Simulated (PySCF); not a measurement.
H4OSSi. Atoms are numbered in the order given.

```xyz
7

Si    -0.7342    -0.1046     0.2487
O     -0.8255     1.5113     0.5464
S      1.1437    -0.6925    -0.5624
H     -0.9850    -0.7435     1.5539
H     -1.7054    -0.5486    -0.7774
H     -0.5710     2.1055    -0.1630
H      1.8445    -0.3599     0.5309
```

Coordinates come from a ωB97X-D3(BJ)/def2-TZVP optimisation. One conformer was computed; it need not be the lowest.

These are PySCF with HF/def2-TZVPD values and carry that method's errors.

Isolated molecule, no solvent.

Problem. Estimate the frontier levels, gap, dipole moment and polarisability. (The exact figures need the calculation; the answer reports its results.)

Solution. 
```
Item                                                                                                           Result
---------------------------------------------------------------------------------------------  ----------------------
highest occupied level                                                                                      -10.57 eV
lowest empty level                                                                                            1.34 eV
orbital gap                                                                                                  11.91 eV
dipole moment                                                                                                  0.69 D
quadrupole, principal values (traceless, Buckingham form, about the centre of nuclear charge)   -8.03, 2.70, 5.33 D·Å
mean static polarisability                                                                       49.0 bohr³ (7.26 Å³)
polarisability, principal values                                                               45.2, 45.9, 55.9 bohr³
```
